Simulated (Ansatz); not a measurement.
Job for Ansatz (a program for electronic structure): R-PBE0/def2-TZVPPD on H7OPSi (a complex), monomers drawn apart or pushed together. Files ending in .json are basis or fitting sets from the Basis Set Exchange.

Ansatz 0.2 input:
```yaml
crystal:
  periodic: [false, false, false]
  atoms:
    - {symbol: P, position_ang: [-0.24764424, 0.17427799, -0.36627793]}
    - {symbol: H, position_ang: [0.82048349, -0.50433316, -0.99940564]}
    - {symbol: H, position_ang: [-1.26217927, -0.59182909, -0.98737294]}
    - {symbol: H, position_ang: [-0.29698101, 1.22822421, -1.30892415]}
    - {symbol: O, position_ang: [-0.23008323, 0.75576781, 2.79320598]}
    - {symbol: Si, position_ang: [0.17737165, -0.57567150, 3.67095020]}
    - {symbol: H, position_ang: [-0.26184380, 0.66520619, 1.82990760]}
    - {symbol: H, position_ang: [-0.77201365, -1.69791362, 3.45313450]}
    - {symbol: H, position_ang: [0.14085186, -0.16944794, 5.09086791]}
    - {symbol: H, position_ang: [1.53729601, -1.07051322, 3.33359457]}
basis:
  gaussian:
    orbitals: def2-TZVPPD.json
hamiltonian:
  xc: {name: PBE0}
scf: {lower_state_search: off}
```

It printed:

```
WARN ansatz: RAYON_NUM_THREADS=1 ignored (pool sized by the plan → 1); use --threads N
Functional definition: PBE0
these checks for a lower state are left out or cut short: stability, starts, cluster_reference, orbital_swaps, neighbouring_geometries, increment
integrals: 0.18 GiB planned
1259 factors; their error is unknown
mean field: 1.47 GiB planned
mean field evaluation 1: about -19315.7626 eV, gradient 5.3e1 eV
mean field evaluation 2: about -19304.7416 eV, gradient 9.3e1 eV
mean field evaluation 4: about -19320.3607 eV, gradient 2.0e0 eV
mean field evaluation 8: about -19320.3678 eV, gradient 6.5e-2 eV
mean field evaluation 16: about -19320.4044 eV, gradient 2.5e-5 eV
mean field -19320.40437237 eV, -710.0117648442 hartree, gradient 4.9e-6 eV, S^2 0.000000; 0 other end points of the search recorded, 0 dependent functions left out
reference -19320.40441192 eV, -710.0117662974 hartree; 22, 22 occupied and 233, 233 virtual orbitals, 1259 factors
Total energy: -19320.40441192 eV, -710.0117662974 hartree
Checks for a lower state left out: stability, starts, cluster_reference, orbital_swaps, neighbouring_geometries, increment
```

The calculation finished and met its thresholds.

Cost: around 2.7 core-seconds (rough).
